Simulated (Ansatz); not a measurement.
Job for Ansatz (a program for electronic structure): R-r2SCAN/def2-TZVPPD on C3H9N (a complex). Files ending in .json are basis or fitting sets from the Basis Set Exchange.

Ansatz 0.2 input:
```yaml
crystal:
  periodic: [false, false, false]
  atoms:
    - {symbol: C, position_ang: [-0.64296997, 0.26062258, 0.06777138]}
    - {symbol: C, position_ang: [0.54211024, -0.19981771, 0.44388338]}
    - {symbol: H, position_ang: [-0.91349106, 0.36676118, -0.97638270]}
    - {symbol: H, position_ang: [-1.39484833, 0.55139523, 0.79203356]}
    - {symbol: H, position_ang: [0.81222434, -0.30576896, 1.48926575]}
    - {symbol: H, position_ang: [1.28679951, -0.48807694, -0.28979604]}
    - {symbol: C, position_ang: [-0.62162823, 0.32357426, 3.95340209]}
    - {symbol: N, position_ang: [0.73200973, -0.23173988, 3.96883224]}
    - {symbol: H, position_ang: [-1.28641303, -0.36981093, 3.43615572]}
    - {symbol: H, position_ang: [-0.61926511, 1.25509632, 3.38554716]}
    - {symbol: H, position_ang: [-1.05001564, 0.53017262, 4.94300911]}
    - {symbol: H, position_ang: [0.75690046, -1.10731927, 4.47728027]}
    - {symbol: H, position_ang: [1.37521637, 0.39899982, 4.43173042]}
basis:
  gaussian:
    orbitals: def2-TZVPPD.json
hamiltonian:
  xc: {name: r2SCAN}
scf: {lower_state_search: off}
```

The head of its log:

```
WARN ansatz: RAYON_NUM_THREADS=1 ignored (pool sized by the plan → 1); use --threads N
Functional definition: r2SCAN
these checks for a lower state are left out or cut short: stability, starts, cluster_reference, orbital_swaps, neighbouring_geometries, increment
integrals: 0.19 GiB planned
1232 factors; their error is unknown
mean field: 1.67 GiB planned
mean field evaluation 1: about -4731.2345 eV, gradient 8.1e1 eV
mean field evaluation 2: about -4715.1102 eV, gradient 1.1e2 eV
```

Question: What total energy does the run end on?

Answer: -174.4013 hartree.
